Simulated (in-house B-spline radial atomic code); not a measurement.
## Bi III (Bi2+): [Kr] 4d9 4f14 5s2 5p6 5d10 6s2 6p1 9g1 (an excited or competing configuration)

Computed with a radial B-spline atomic code at the basis-set limit: Dirac-Hartree-Fock, average of configuration, Fermi nucleus of rms radius 5.5211 fm.

Screening seen three ways: the hydrogenic charge with the same mean radius, Z_r = [3n² - l(l+1)]/(2<r>), the one with the same energy, Z_e = n√(-2ε), and Slater's rules. Values are occupation-weighted means over j. An effective charge above Z reflects the relativistic contraction of the inner shells.

| shell | electrons | ε (eV) | <r> (bohr) | Z_r | Z_e | Slater |
| --- | --- | --- | --- | --- | --- | --- |
| 1s | 2 | -91201 | 0.01579 | 94.97 | 81.87 | 82.70 |
| 2s | 2 | -16586 | 0.06575 | 91.26 | 69.83 | 78.85 |
| 2p | 6 | -14360 | 0.05996 | 83.40 | 64.97 | 78.85 |
| 3s | 2 | -4117.2 | 0.1707 | 79.09 | 52.19 | 71.75 |
| 3p | 6 | -3461.5 | 0.1723 | 72.54 | 47.85 | 71.75 |
| 3d | 10 | -2726.6 | 0.1577 | 66.58 | 42.47 | 61.85 |
| 4s | 2 | -1021.4 | 0.3758 | 63.87 | 34.66 | 55.25 |
| 4p | 6 | -798.97 | 0.3986 | 57.70 | 30.65 | 55.25 |
| 4d | 9 | -524.6 | 0.4215 | 49.82 | 24.84 | 44.20 |
| 4f | 14 | -227.04 | 0.4335 | 41.52 | 16.34 | 33.45 |
| 5s | 2 | -221.28 | 0.8286 | 45.26 | 20.16 | 26.20 |
| 5p | 6 | -154.27 | 0.933 | 39.12 | 16.84 | 26.20 |
| 5d | 10 | -70.419 | 1.163 | 29.68 | 11.38 | 12.85 |
| 6s | 2 | -45.815 | 1.985 | 27.20 | 11.01 | 8.00 |
| 6p | 1 | -33.318 | 2.399 | 22.09 | 9.39 | 8.00 |
| 9g | 1 | -1.5151 | 37.05 | 3.01 | 3.00 | - |

The least bound orbital is 9g7/2 at -1.515 eV, and it is also the most diffuse (<r> = 37.05 bohr). The part-filled 4d shell lies below the filled 6s shell in orbital energy.

Spin-orbit splittings of the orbital energies (j = l + 1/2 above j = l - 1/2 when positive): 2p 2323 eV, 3p 527 eV, 3d 110.8 eV, 4p 132.4 eV, 4d 25.04 eV, 4f 5.781 eV, 5p 26.57 eV, 5d 3.545 eV, 6p 3.389 eV, 9g -9.35e-05 eV.

For the 1s electron the small component carries 10.1 % of the norm, the zero-frequency Breit interaction raises the level by 358 eV, self-energy by 233.5 eV, and vacuum polarisation lowers it by 50.59 eV.
